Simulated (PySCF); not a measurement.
An unknown shows these calculated signals:

$^{1}$H NMR (500 MHz, computed): δ 6.36 (m, 1H), 5.49 (m, 1H), 5.39 (m, 1H), 4.66 (d, 2H), 2.96 (s, 2H), 2.26 (br s, 2H).

$^{13}$C{$^{1}$H} NMR (computed): δ 146.7 (CH), 122.2 (CH2), 68.6 (CH2), 30.6 (CH2).

All values are calculated (PySCF 2.14.0 with density-fitted response routines): PBE0/pcSseg-1 with gauge-including orbitals, geometry from GFN2-xTB. Non-relativistic Hamiltonian, no solvent model, single conformer, rapidly exchanging positions averaged.

Referencing at the same level of theory: $^{1}$H (σ = 31.72 ppm), $^{13}$C (σ = 186.93 ppm) vs TMS.

Problem. Which of these does the molecule contain: a methoxy group, an OH group, a non-aromatic C=C double bond, a vinyl group CH=CH2, a benzene ring, a nitrile?

Solution. 
- A methoxy group: no.
- An OH group: yes (δH 2.26 (br s)).
- A non-aromatic C=C double bond: yes.
- A vinyl group CH=CH2: yes (δC 122.2, 146.7; δH 5.49 (m), 5.39 (m), 6.36 (m)).
- A benzene ring: no.
- A nitrile: no.

The data belong to `C=CCO[Si](O)(O)CCl`, C4H9ClO3Si; they needn't prove each group on their own.

Carbon signals by region: 2 in the sp2 and nitrile region (100–160 ppm), 1 at 50–100 ppm, 1 below 50 ppm.

OH and NH positions are those of a molecule without intermolecular hydrogen bonds; in solution they move with solvent, concentration and temperature, and exchange usually removes their couplings. Carbons that carry Cl, above all several Cl atoms, come out too deshielded, partly because spin–orbit coupling is missing. Shifts are as computed. Against solution values, carbons near 30 ppm lie about +3 ppm off and those near 130 ppm about +5 ppm; carbons on Cl a further +6 ppm. Of 1211 compounds with measured shifts, 218 miss one by over three times the rms of a fit or turn the order of signals round; such compounds aren't used in these exercises. Multiplicities follow the n + 1 count of equivalent neighbours, as no J values were calculated; m marks all less simple cases, F and P coupling included.
